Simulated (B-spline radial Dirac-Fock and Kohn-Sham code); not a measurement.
## Photoabsorption cross section of Kr by shell

System: the Kr atom, [Ar] 3d10 4s2 4p6.

Input file task.json (cfg lists n, l and occupation; rrms is the nuclear radius in fm):

```json
{"items": [{
  "Z": 36,
  "q": 0,
  "cfg": [[1, 0, 2], [2, 0, 2], [2, 1, 6], [3, 0, 2], [3, 1, 6], [3, 2, 10], [4, 0, 2], [4, 1, 6]],
  "A": 84,
  "rrms": 4.1884,
  "do": ["binding", "quiet", "photo"],
  "hv": [34.9, 39.7, 46.0, 100.0, 123.0, 176.0, 187.0, 203.0, 227.0, 247.0, 299.0, 449.0, 520.0, 1320.0, 1590.0, 2240.0, 6210.0, 13200.0, 18400.0, 28500.0, 34200.0, 49200.0, 51200.0, 105000.0]
}]}
```

Run with: `python xray_run.py task.json out`

Method: Dirac-Hartree-Slater photoionisation with all multipoles and Dirac-Fock thresholds. Computed with a radial finite-basis atomic code.

Computed thresholds (eV): K 14326.1, L1 1930.7, L2 1732.2, L3 1679.3, M1 295.9, M2 225.0, M3 217.0, M4 93.42, M5 92.18, N1 30.99, N2 13.68, N3 13.01.

```csv
photon energy (eV),total (b),K (%),L (%),M (%),N (%),tabulated (b)
34.9,3.846e+06,–,–,–,100.0,–
39.7,2.153e+06,–,–,–,100.0,–
46,1.256e+06,–,–,–,100.0,–
100,1.039e+06,–,–,62.8,37.2,–
123,3.144e+06,–,–,89.4,10.6,–
176,6.003e+06,–,–,95.9,4.1,–
187,5.994e+06,–,–,96.1,3.9,–
203,5.766e+06,–,–,96.3,3.7,–
227,5.821e+06,–,–,96.8,3.2,–
247,5.383e+06,–,–,96.8,3.2,–
299,4.436e+06,–,–,96.9,3.1,–
449,2.244e+06,–,–,96.6,3.4,–
520,1.683e+06,–,–,96.3,3.7,–
1320,208600,–,–,94.3,5.7,205000
1590,132600,–,–,93.9,6.1,131600
2240,382300,–,85.3,13.7,1.0,376500
6210,26450,–,85.3,13.4,1.2,26220
13200,3240,–,85.0,13.6,1.4,3226
18400,9539,86.8,11.2,1.8,0.2,9471
28500,2903,87.7,10.4,1.7,0.2,2887
34200,1742,88.0,10.2,1.7,0.2,1733
49200,615.7,88.3,9.9,1.6,0.2,613.4
51200,548.5,88.3,9.9,1.6,0.2,546.5
105000,65.73,88.6,9.6,1.6,0.2,65.63
```

Tabulated values: Elam, Ravel and Sieber (2002) photoabsorption table (xraylib 4.2).

Q: With what power of the photon energy does the total fall between 51200 and 105000 eV?

A: As E^-2.95. The non-relativistic Born limit for an s electron far above threshold is E^-3.5; near threshold and at relativistic energies the fall is slower.

Run: 3.5 s of CPU time on 1 thread of Neoverse-V1 (shared host), peak memory 0.38 GiB.
